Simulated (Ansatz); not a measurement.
# Abstraction of F: C4H5F + GeF3 → C4H5 + GeF4

Species: C4H5F `CC#CCF`, singlet; GeF3 `[F][Ge]([F])[F]`, doublet; C4H5 (but-2-yn-1-yl radical) `[CH2]C#CC`, doublet; GeF4 (tetrafluorogermane) `[F][Ge]([F])([F])[F]`, singlet. A radical takes F: the energy is the difference in strength between the C–F bond broken and the Ge–F bond made.

Shapes, held fixed at every level: PBE0-D4/def2-TZVP. Programs: Ansatz 0.2.0. Electronic energies: no zero-point or thermal term.

| level | kind | ΔE (kJ/mol) | CPU time (sum over the molecules) |
| --- | --- | --- | --- |
| SPW92/def2-TZVPP | LDA | -91.7 | 12 s |
| PBE-D4/def2-TZVPP | GGA | -96.6 | 24 s |
| B3LYP-D4/def2-TZVPP | global hybrid | -108.6 | 42 s |
| PBE0-D4/def2-TZVPP | global hybrid | -110.8 | 35 s |
| r2SCAN0-D4/def2-TZVPP | global hybrid | -133.3 | 52 s |
| wB97M-V/def2-TZVPP | range-separated hybrid | -104.9 | 69 s |
| B2PLYP/def2-TZVPP | double hybrid | -113.5 | 37 s |

B2PLYP/def2-TZVPP gives ΔE = -113.5 kJ/mol; the levels span -133.3 to -91.7. The median of the levels is -108.6. No measured value is set beside it here. Spin contamination: C4H5 (⟨S²⟩ up to 0.94). Open shells run unrestricted. Relativity is left out for Ge. Outer-core shells of Ge are correlated, in sets that cover them unevenly. Times are processor times on shared x86 and Arm servers, and rough.
